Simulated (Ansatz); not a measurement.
Relaxation of CH7ClN2Si (12 atoms, charge 0, multiplicity 1), to a largest force component of 0.03 eV/Å in at most 50 steps.

Theory: Ansatz 0.2.0, UKS PBE-D4/STO-3G.

```xyz
12
Properties=species:S:1:pos:R:3
Si 0.055 -0.179 -0.355
Cl -0.547 1.343 2.654
C 1.700 -0.032 0.128
H -0.044 0.750 1.519
N -0.616 0.841 -1.640
N -0.755 -1.754 -0.354
H 2.238 0.920 0.028
H 2.150 -0.741 0.834
H -0.232 1.824 -1.547
H -1.662 0.963 -1.518
H -1.805 -1.641 -0.266
H -0.483 -2.295 0.516
```

Where does it end, and by what steps?

The run converged. Limits of this set-up: minimal basis. After 16 steps the energy has fallen by 4.515 eV; H4 moved furthest, 1.70 Å. Parted: Cl2–H4. Joined: Si1–Cl2, C3–H4.

| step | energy less start (eV) | largest force component (eV/Å) | accepted |
| --- | --- | --- | --- |
| 0 | 0.0000 | 1.207 | yes |
| 1 | -0.0764 | 0.763 | yes |
| 2 | -0.1868 | 0.757 | yes |
| 3 | -0.4260 | 1.016 | yes |
| 4 | -0.8495 | 0.708 | yes |
| 5 | -1.0332 | 1.667 | yes |
| 6 | -1.3550 | 1.437 | yes |
| 7 | -1.8629 | 5.924 | yes |
| 8 | -3.3193 | 1.673 | yes |
| 9 | -3.9650 | 1.429 | yes |
| 10 | -4.2895 | 0.682 | yes |
| 11 | -4.4421 | 0.486 | yes |
| 12 | -4.4844 | 0.498 | yes |
| 13 | -4.4819 | 0.810 | no |
| 14 | -4.5108 | 0.157 | yes |
| 15 | -4.5145 | 0.083 | yes |
| 16 | -4.5150 | 0.014 | yes |

```xyz
12
Properties=species:S:1:pos:R:3
Si -0.270 0.053 0.077
Cl -1.434 0.919 1.694
C 1.537 0.193 0.567
H 1.651 0.671 1.553
N -0.570 0.903 -1.442
N -0.715 -1.636 -0.186
H 2.089 0.791 -0.176
H 1.999 -0.807 0.609
H -0.349 1.933 -1.331
H -1.601 0.892 -1.684
H -1.750 -1.726 -0.391
H -0.587 -2.188 0.709
```

Whether the end is a true minimum wasn't checked by a vibrational analysis.

The run took 50 s on 1 thread of Intel(R) Xeon(R) Platinum 8488C (Sapphire Rapids), on a shared host, peak memory 0.19 GiB.
